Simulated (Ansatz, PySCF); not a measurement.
This Ansatz (a program for electronic structure) input computes a PBE/def2-TZVPD energy:

Ansatz 0.2 input:
```yaml
crystal:
  periodic: [false, false, false]
  atoms:
    - {symbol: Ba, position_ang: [0.22286265, 0.11814199, 0.09208405]}
    - {symbol: F, position_ang: [-0.93947669, 1.07912345, -1.54686345]}
    - {symbol: F, position_ang: [-0.44722427, -1.81422916, 0.97389600]}
basis:
  gaussian:
    orbitals: def2-TZVPD
hamiltonian:
  xc: {name: PBE}
output: {forces: true}
```

Write an input for the same energy in PySCF and say what it gives.


```python
from pyscf import gto, scf, dft

mol = gto.M(
    atom='''
    Ba    0.22286265    0.11814199    0.09208405
    F    -0.93947669    1.07912345   -1.54686345
    F    -0.44722427   -1.81422916    0.97389600
    ''',
    basis='def2-tzvpd',
    ecp='def2-tzvp',
    charge=0,
    spin=0,
    verbose=4,
)

mf = dft.RKS(mol, xc='pbe').density_fit(auxbasis='def2-universal-jkfit')
mf.grids.level = 3
mf.conv_tol = 1e-9
mf.max_cycle = 100
mf.max_memory = 1500
mf.kernel()
if not mf.converged:
    mf = mf.newton()
    mf.kernel(mf.make_rdm1())
mf.analyze()
```
It gives -225.25932 Eh, and Ansatz -225.26662 Eh, a difference of 7.30 mEh. That is more than fitting and grids explain: the two runs ended on different electronic states or use different definitions.
